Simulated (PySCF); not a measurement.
Spectrum to structure. The calculation used PySCF 2.14.0, density-fitted response routines, TDDFT wB97X-D/def2-SVPD, vertical, gas phase, core orbitals frozen in the response. Geometries: PBE0-D3(BJ)/def2-SVP, one conformer each.

```csv
state,E (eV),f
S1,6.61,0.0000
S2,7.00,0.013
S3,7.07,0.015
S4,7.16,0.0016
S5,7.36,0.0091
S6,7.47,0.0053
S7,7.88,0.0018
S8,8.08,0.023
S9,8.10,0.0005
S10,8.20,0.0018
```

Orbital energies (eV): HOMO-3 -11.52, HOMO-2 -11.40, HOMO-1 -11.30, HOMO -10.92, LUMO 0.75, LUMO+1 1.40, LUMO+2 1.66.

Question: Which structure fits?
A. `C=C1C=CC1=C`
B. `C(Cl)([C@@H](Cl)F)Cl`
C. `FCC(Cl)(Cl)Cl`
D. `Cc1ccccc1`

Answer: C. Its S1 lies at 6.61 eV; the nearest of the others has S1 at 7.16 eV. S1 is HOMO→LUMO (90%). Löwdin shares by element: HOMO chlorine 100%; LUMO chlorine 74%, carbon 24% or more. At the same level the other candidates give, for their lowest levels:
- `C=C1C=CC1=C`: 5.08 eV (f 0.114); 5.24 eV (f 0.000); 6.37 eV (f 0.494); 6.40 eV (f 0.534); 6.93 eV (f 0.000); T1 3.12 eV; HOMO -8.50, LUMO 0.72 eV
- `Cc1ccccc1`: 5.40 eV (f 0.002); 6.10 eV (f 0.018); 7.00 eV (f 0.503); 7.04 eV (f 0.740); 7.23 eV (f 0.002); T1 4.16 eV; HOMO -8.72, LUMO 1.49 eV
- `F[C@H](Cl)C(Cl)Cl`: 7.16 eV (f 0.013); 7.21 eV (f 0.005); 7.39 eV (f 0.007); 7.46 eV (f 0.002); 7.59 eV (f 0.001); T1 6.44 eV; HOMO -10.93, LUMO 1.17 eV

The values belong to the conformer `[F:1][CH2:2][C:3]([Cl:4])([Cl:5])[Cl:6]`: F1–C2–C3–Cl4 60°.
Triplets come from the Tamm–Dancoff approximation.
